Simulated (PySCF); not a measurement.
Compound: CH7FN2SSi.
Numbering: `[CH3:1][S:2][Si:3]([NH2:4])([NH2:5])[F:6]` (hydrogens: H7, H8, H9 on C1; H10, H11 on N4; H12, H13 on N5)

Computed by this run: PBE0-D3(BJ)/def2-SVP geometry optimisation, gas phase in PySCF; density fitting, grid level 1; the optimiser is geomeTRIC in internal coordinates, started from a GFN2-xTB structure with every atom displaced at random (about 0.01 Å).

Step 2: E = -25540.0804 eV
```
atom  x, y, z in Å  |  force x, y, z in eV/Å
C1      2.1340   -0.8069   -0.1691    0.061  -0.087  -0.029
S2      0.4678   -1.5345    0.0104    0.030   0.031   0.015
Si3    -0.6506    0.2081    0.4958   -0.090  -0.017  -0.015
N4     -2.2845   -0.1665    0.8794    0.152  -0.084   0.020
N5     -0.4274    1.3477   -0.7618   -0.119  -0.010  -0.024
F6     -0.0624    0.8706    1.8579    0.011   0.018   0.020
H7      2.1554   -0.0620   -0.9752   -0.009   0.010   0.015
H8      2.4555   -0.3415    0.7720   -0.010   0.010   0.001
H9      2.8233   -1.6293   -0.4137   -0.069   0.051   0.009
H10    -2.8704   -0.5772    0.1596   -0.018   0.057   0.012
H11    -2.4517   -0.6223    1.7726   -0.034   0.023  -0.042
H12    -0.4340    1.0270   -1.7235    0.062  -0.001   0.024
H13    -0.8529    2.2657   -0.6766    0.035  -0.001  -0.006
```

Step 3: E = -25540.0858 eV
```
atom  x, y, z in Å  |  force x, y, z in eV/Å
C1      2.1384   -0.8035   -0.1761   -0.090   0.119   0.004
S2      0.4765   -1.5328    0.0280    0.003  -0.016   0.014
Si3    -0.6556    0.2023    0.5054    0.011   0.058  -0.007
N4     -2.2860   -0.1762    0.8824    0.039  -0.110   0.021
N5     -0.4295    1.3365   -0.7561   -0.112  -0.024   0.048
F6     -0.0747    0.8763    1.8662   -0.006  -0.005   0.013
H7      2.1424   -0.0536   -0.9789    0.004  -0.012   0.028
H8      2.4737   -0.3386    0.7605    0.000  -0.003   0.002
H9      2.8190   -1.6203   -0.4360    0.065  -0.096  -0.031
H10    -2.8862   -0.5578    0.1584    0.013   0.064   0.017
H11    -2.4765   -0.6255    1.7741    0.004   0.035  -0.050
H12    -0.3937    1.0130   -1.7140    0.048  -0.015  -0.052
H13    -0.8454    2.2593   -0.6861    0.022   0.005  -0.006
```

Step 4: E = -25540.0909 eV
```
atom  x, y, z in Å  |  force x, y, z in eV/Å
C1      2.1425   -0.7984   -0.1820   -0.146   0.180   0.037
S2      0.4856   -1.5304    0.0480   -0.002  -0.041   0.010
Si3    -0.6602    0.1975    0.5166    0.099   0.106  -0.002
N4     -2.2841   -0.1904    0.8876   -0.070  -0.095   0.019
N5     -0.4407    1.3209   -0.7537   -0.096  -0.036   0.056
F6     -0.0882    0.8836    1.8765   -0.009  -0.024  -0.004
H7      2.1287   -0.0345   -0.9713    0.009  -0.019   0.015
H8      2.4986   -0.3463    0.7532    0.008  -0.017   0.007
H9      2.8136   -1.6111   -0.4708    0.110  -0.129  -0.045
H10    -2.9052   -0.5232    0.1584    0.024   0.050   0.004
H11    -2.5006   -0.6328    1.7756    0.030   0.026  -0.031
H12    -0.3439    0.9943   -1.7056    0.034  -0.013  -0.063
H13    -0.8437    2.2497   -0.7045    0.010   0.011  -0.004
```

**Question.** Estimate the geometry and energy of step 5. (The exact step hangs on the optimiser's Hessian estimate; all steps are aligned on step 4, rigid shifts and turns removed.)

**Answer.** E = -25540.0954 eV, largest force 0.157 eV/Å
```
atom  x, y, z in Å  |  force x, y, z in eV/Å
C1      2.1463   -0.7937   -0.1811   -0.096   0.115   0.048
S2      0.4927   -1.5285    0.0591   -0.004  -0.038   0.006
Si3    -0.6621    0.1950    0.5225    0.117   0.087   0.002
N4     -2.2782   -0.2057    0.8947   -0.118  -0.045   0.011
N5     -0.4644    1.3044   -0.7605   -0.069  -0.027   0.021
F6     -0.0919    0.8896    1.8795    0.004  -0.025  -0.017
H7      2.1211   -0.0043   -0.9441    0.006  -0.014  -0.001
H8      2.5238   -0.3735    0.7607    0.010  -0.018   0.006
H9      2.8088   -1.6007   -0.5107    0.074  -0.069  -0.030
H10    -2.9251   -0.4759    0.1637    0.018   0.027  -0.012
H11    -2.5129   -0.6446    1.7780    0.034   0.004  -0.001
H12    -0.3021    0.9777   -1.7034    0.020  -0.008  -0.036
H13    -0.8536    2.2391   -0.7305    0.004   0.011   0.003
```

The energy changes by -0.0044 eV. The first-order estimate −F·Δx gives -0.0064 eV and the mean of the old and new forces, exact on a quadratic surface, -0.0047 eV. The step makes an angle of 81° with the force vector and moves no atom by more than 0.052 Å.

The cost below is that of the whole optimisation. Hardware: one thread, Arm Neoverse V1 (aarch64), shared host. Cost: 4.3 min wall, 0.52 GiB resident at most.
